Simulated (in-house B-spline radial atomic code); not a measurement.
# PBE0 excitations of P3+

Method: PBE0. Computed with an all-electron radial atomic-structure program (B-spline basis): linear response of the closed shell [Ne] 3s2 with the functional's adiabatic kernel; non-relativistic, point nucleus, no spin-orbit coupling, no double excitations, S, P, D and F terms only.

Command:
```bash
python run_td.py task.json out
```
Settings (radii: box in bohr, nucleus in fm):
```
Z                        15
electrons                12
configuration            [Ne] 3s2
hamiltonian              nr
method                   pbe0
box_radius               23.08
intervals                52
```

Run time, properties included: 0.2 s on 1 thread of Intel(R) Xeon(R) 6975P-C (Granite Rapids) (shared host).

The lowest states, in the order of their Tamm-Dancoff energies; the method's threshold (minus the highest occupied level) is 46.85 eV. Labels give the largest channel, * marks a mixed state, and oscillator strengths are full-response dipole values. Semilocal kernels can invert the small singlet-triplet splittings of Rydberg terms. Energies in eV:

```csv
state,full response,Tamm-Dancoff,oscillator strength
3s → 3p 3P,7.590,7.935,-
3s → 3p 1P,12.854,13.344,1.47
3s → 3d 3D,21.791,21.883,-
3s → 3d 1D,23.819,23.829,-
3s → 4s 3S,?,?,-
3s → 4s 1S,28.454,28.475,-
3s → 4p 3P,30.79,30.80,-
3s → 4p 1P,31.18,31.22,0.0585
3s → 4d 3D,35.08,35.09,-
3s → 4d 1D,35.38,35.39,-
3s → 4f 3F,36.28,36.29,-
3s → 4f 1F,36.39,36.40,-
3s → 5s 3S,36.84,36.84,-
3s → 5s 1S,37.08,37.08,-
3s → 5p 3P,38.12,38.12,-
3s → 5p 1P,?,?,?
```

(1) Where does 3s → 5p 1P lie?

(2) Where does 3s → 4s 3S lie?

(3) How large is the singlet-triplet splitting of 3s → 3p (P terms) in Tamm-Dancoff?

(4) What polarisabilities and dispersion coefficient does the method give?

Answers

(1) At 38.22 eV in full response, 38.23 eV in Tamm-Dancoff, oscillator strength 0.0262.

(2) At 27.531 eV in full response, 27.538 eV in Tamm-Dancoff.

(3) 5.41 eV, from the unrounded values.

(4) Dipole 6.829 bohr³, quadrupole 13.82 bohr⁵, C6 17.38 hartree·bohr⁶ for two such species.
